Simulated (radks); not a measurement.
Results of a calculation; reference values are marked as such.
Question: Species: the bromine ion Br13+. Configuration: [Ne] 3s2 3p5.5 3d4 4f0.5 (fractional occupations, a model configuration). Code: a radial shooting solver on a logarithmic mesh with Libxc functionals. Model: scalar-relativistic Kohn-Sham, LDA (Slater exchange, Perdew-Wang correlation), spin-polarised, spherical densities, finite nucleus; open shells are filled with parallel spins first; Fermi nuclear charge, rms radius 4.1629 fm. Some entries of the table are withheld. Estimate them.

| orbital | occ. | eigenvalue (hartree) | r(max) (bohr) | <1/r> (bohr^-1) |
|---|---|---|---|---|
| 1s up | 1 | -503.5624 | 0.02796 | 35.61 |
| 1s down | 1 | -503.5383 | 0.02795 | 35.61 |
| 2s up | 1 | -78.60401 | 0.1594 | 7.900 |
| 2s down | 1 | -78.34842 | 0.1592 | 7.916 |
| 2p up | 3 | -71.17617 | 0.1274 | 7.735 |
| 2p down | 3 | -70.97179 | 0.1273 | 7.749 |
| 3s up | 1 | (1) | 0.4657 | 2.820 |
| 3s down | 1 | (2) | 0.4668 | 2.802 |
| 3p up | 3 | -19.39866 | 0.4564 | 2.708 |
| 3p down | 2.5 | -19.01807 | 0.4577 | 2.689 |
| 3d up | 4 | -15.63062 | 0.3865 | 2.529 |
| 3d down | 0 | -15.21773 | 0.3883 | 2.513 |
| 4f up | 0.5 | -6.10121 | (3) | 0.9879 |
| 4f down | 0 | -5.93802 | (4) | 0.9687 |

Answer: 
(1) 3s up eigenvalue (hartree): -21.78071
(2) 3s down eigenvalue (hartree): -21.40239
(3) 4f up r(max) (bohr): 1.018
(4) 4f down r(max) (bohr): 1.037
